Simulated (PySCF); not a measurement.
Mapped SMILES: `[PH2:1][GeH:2]([Br:3])[Br:4]` (H(Xn): hydrogen on atom n).

Geometry: PBE0-D3(BJ)/def2-SVP; GIAO shifts from PySCF 2.14, gas phase, non-relativistic, averaged over equivalent atoms.

At PBE0/pcSseg-1 (162 basis functions, 19 s wall time on 1 thread of an x86-64 server CPU, shared host):
```csv
atoms,δ (ppm)
P1,-202.1
Ge2,138.3
Br3/Br4,205.8
H(Ge2),6.77
H(P1),2.71
```

Chemical shifts δ = σref − σ; H3PO4 for ³¹P (σ = 310.13 ppm); GeMe4 for ⁷³Ge (σ = 1330.28 ppm); ⁷⁹Br (σ = 2584.45 ppm) against HBr; ¹H (σ = 31.27 ppm) against TMS, all at this level.

Predict the values at wB97X-D/pcSseg-2 on the same geometry.

Results:


```tsv
atoms	δ at wB97X-D/pcSseg-2	change
P1	-210.0	-7.9
Ge2	112.2	-26.1
Br3/Br4	181.6	-24.2
H(Ge2)	6.63	-0.14
H(P1)	2.61	-0.10
```

Scale: H3PO4 for ³¹P (σ = 293.07 ppm); ⁷³Ge (σ = 1329.95 ppm) against GeMe4; HBr for ⁷⁹Br (σ = 2577.62 ppm); TMS for ¹H (σ = 31.36 ppm) (reference shieldings calculated alike).

The largest change is at Ge2 (germanium bonded to 2 Br, P, H). Cost: 274 basis functions, 55 s wall time on 1 thread of an x86-64 server CPU, shared host.

Relativistic effects, spin–orbit coupling among them, are left out; they matter for Br, Ge and for the light atoms bonded to it. Experimental scales use liquid or dissolved standards, which lie at an offset from isolated H3PO4.
